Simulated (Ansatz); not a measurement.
Program: Ansatz. Geometries: PBE0-D4/def2-TZVP. ΔE: electronic, gas phase. CCSD(T)/CBS adds triple-zeta CCSD(T) − MP2 to the extrapolated MP2 energy (def2 sets, frozen cores). This one scheme is used for every species. DFT in def2-TZVPP. For Ge outer-core shells are correlated without core-valence functions, which leaves a few kJ/mol of doubt a bond. Scalar relativity is left out up to krypton. One conformer a species, not always the lowest.

Consider the silylene loss: `O[B](F)[GeH2][SiH3]` → `O[B](F)[GeH3]` + `[SiH2]`.

`O[B](F)[GeH2][SiH3]`:

Z-matrix (Å, degrees):
```
Ge
Si 1 2.380
B 1 2.082 2 111.5
H 1 1.545 2 108.8 3 121.1
H 1 1.539 2 109.0 3 -122.1
H 2 1.487 1 109.7 3 -60.1
H 2 1.486 1 110.6 3 179.9
H 2 1.486 1 109.8 3 59.5
F 3 1.327 1 118.9 2 -66.1
O 3 1.348 1 125.0 2 112.6
H 10 0.959 3 113.8 1 1.9
```

`O[B](F)[GeH3]`:

```xyz
8

O     1.949    0.399   -0.246
B     0.869   -0.372   -0.487
F     1.070   -1.428   -1.264
Ge   -1.039   -0.013    0.268
H     1.769    1.154    0.319
H    -1.515   -1.180    1.148
H    -1.046    1.265    1.129
H    -2.058    0.174   -0.867
```

`[SiH2]`:

Z-matrix (Å, degrees):
```
Si
H 1 1.525
H 1 1.525 2 91.2
```

Is it downhill or uphill in electronic energy at CCSD(T)/CBS, and by how much? (Estimate.)

The calculation gave: Uphill: ΔE = +2.68 eV.

What do these levels give: PBE-D4, ωB97M-V, PBE, PBE0, HF/def2-TZVPP, MP2/def2-TZVPP, SCS-MP2/def2-TZVPP, CCSD(T)/def2-TZVPP, MP2/def2-QZVPP, HF/CBS(def2), MP2/CBS(def2), CCSD/CBS(def2)? (Estimate.)

Ansatz gave: PBE-D4 2.78, ωB97M-V 2.60, PBE 2.71, PBE0 2.78, HF/def2-TZVPP 2.40, MP2/def2-TZVPP 2.79, SCS-MP2/def2-TZVPP 2.65, CCSD(T)/def2-TZVPP 2.60, MP2/def2-QZVPP 2.84, HF/CBS(def2) 2.39, MP2/CBS(def2) 2.87, CCSD/CBS(def2) 2.63 eV.

Largest T1 diagnostic among the species: 0.014.

The D4 term adds +0.12 eV with B3LYP and +0.07 eV with PBE0; it sums over pairs of atoms, weighted by their polarisabilities, and B3LYP, whose exchange is more repulsive, gets the larger term. From PBE to PBE0 (25 % exact exchange), in def2-TZVPP and without D4, ΔE moves by +0.07 eV. In def2-TZVPP, CCSD(T) changes the Hartree–Fock value by +0.21 eV (the triples alone add +0.05 eV) and MP2 by +0.39 eV.

B3LYP here is the variant with VWN-RPA as its local correlation; programs differ in this.
